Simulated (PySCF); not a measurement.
Input of an EPR job (settings, then geometry in Å):

```
{"job": {"kind": "epr", "basis": "pcH-1"}, "charge": 0, "multiplicity": 2}
Si     1.928069     0.415729     0.018244
C      0.163753     0.141358    -0.598394
C     -0.445100    -1.226554    -0.207864
C     -1.661698    -0.741001     0.487904
Si    -1.305231     1.059925     0.253800
H      2.832194    -0.572432    -0.583017
H      1.970253     0.251233     1.474392
H      2.376762     1.762047    -0.343222
H      0.144667     0.274101    -1.681752
H     -0.665072    -1.868243    -1.068975
H      0.199904    -1.821927     0.451027
H     -2.376810    -1.379561     0.981086
H     -0.984402     1.871359     1.432375
H     -2.177966     1.833494    -0.637771
```

The calculation used UKS B3LYP, pcH-1 on C H Si, non-relativistic, mean-field spin-orbit, GIAO in PySCF 2.14.0. Geometry: GFN2-xTB; no solvent, vibrations or thermal averaging. The geometry wasn't refined by DFT: couplings that depend on bond lengths, twists or pyramidal angles can differ widely from those at the functional's own minimum.

Output of the driver script. Atoms in this output count from 0.

```
UKS, coarse grid
  cycle   1  E = -698.61703961  |g| = 3.32e-01
  cycle   2  E = -698.55826580  |g| = 4.54e-01
  cycle   3  E = -698.66823270  |g| = 5.08e-02
  cycle   4  E = -698.66959152  |g| = 1.34e-02
  cycle   5  E = -698.66965861  |g| = 6.51e-03
  cycle   6  E = -698.66968305  |g| = 1.60e-03
  cycle   7  E = -698.66968530  |g| = 5.72e-04
UKS, final grid
  cycle   1  E = -698.66970394  |g| = 5.34e-04
  cycle   2  E = -698.66970392  |g| = 5.99e-04
  cycle   3  E = -698.66970409  |g| = 7.81e-05
  cycle   4  E = -698.66970409  |g| = 3.05e-05
  cycle   5  E = -698.66970410  |g| = 1.36e-05
E = -698.66970410 Eh   <S^2> = 0.7540 (exact 0.7500)
g shifts (ppm)      1          2          3
  rmc          -123       -123       -123
  gc              1         24         14
  oz_so         -37        475        863
  total        -160        376        753
hyperfine (MHz)  atom isotope    a_iso     a_fc   dipolar eigenvalues
    0  29Si       3.98       3.98     -0.52      0.16      0.35
    1   13C       1.21       1.21     -1.25     -1.04      2.29
    2   13C     -32.20     -32.21     -2.78      1.17      1.62
    3   13C      85.41      85.52    -74.62    -72.88    147.50
    4  29Si      47.28      47.36     -3.22     -1.78      5.00
    5    1H       0.65       0.65     -0.81     -0.74      1.56
    6    1H       0.49       0.49     -1.40     -1.17      2.57
    7    1H      -0.16      -0.16     -0.66     -0.62      1.28
    8    1H      -2.07      -2.07     -2.48     -2.14      4.61
    9    1H     124.91     124.91     -5.11     -3.54      8.64
   10    1H     123.25     123.25     -5.05     -3.39      8.44
   11    1H     -55.56     -55.57    -35.20     -1.00     36.20
   12    1H      55.57      55.57     -3.18     -1.83      5.01
   13    1H      56.01      56.01     -3.21     -1.83      5.03
```

|g| in the SCF lines is the orbital gradient. In the g block, columns 1 to 3 are the principal axes in rising order; rmc is the relativistic mass correction, gc the gauge correction and oz_so the orbital-Zeeman/spin–orbit term. a_fc is the Fermi-contact part of a_iso, the rest being spin–orbit.

(1) What does the output say about convergence, stability and spin contamination?

(2) What are the principal g values and g_iso?

(3) Which couplings shape the isotropic spectrum at natural abundance (0.05 mT or more)? Keep the log's numbering.

(4) How large is the spin–orbit part of a_iso for atom 3 (13C)?

Results:

(1) The SCF converged after 12 cycles in all, 7 of them on the coarse grid; no stability test was run. The unrestricted determinant has ⟨S²⟩ = 0.7540 (exact 0.7500), so spin contamination is small.

(2) Adding the total shifts to 2.002319 gives 2.00216, 2.00270, 2.00307; their mean shift is 323 ppm, so g_iso = 2.00264.

(3) atom 9 (1H, I = 1/2): 124.9 MHz = 4.46 mT in magnitude, a 1:1 doublet; atom 10 (1H, I = 1/2): 123.2 MHz = 4.40 mT in magnitude, a 1:1 doublet; atom 13 (1H, I = 1/2): 56.0 MHz = 2.00 mT in magnitude, a 1:1 doublet; atom 12 (1H, I = 1/2): 55.6 MHz = 1.98 mT in magnitude, a 1:1 doublet; atom 11 (1H, I = 1/2): -55.6 MHz = 1.98 mT in magnitude, a 1:1 doublet; atom 8 (1H, I = 1/2): -2.1 MHz = 0.07 mT in magnitude, a 1:1 doublet. Together 64 lines to first order. 

(4) a_iso − a_fc = 85.41 − (85.52) = -0.11 MHz.

The species is `[SiH3][C@H]1C[CH][SiH2]1` [radical]. The run used 235 basis functions and 11 iterations of the response equations.
Labels such as C1 count atoms from 1, the log's own numbers from 0.
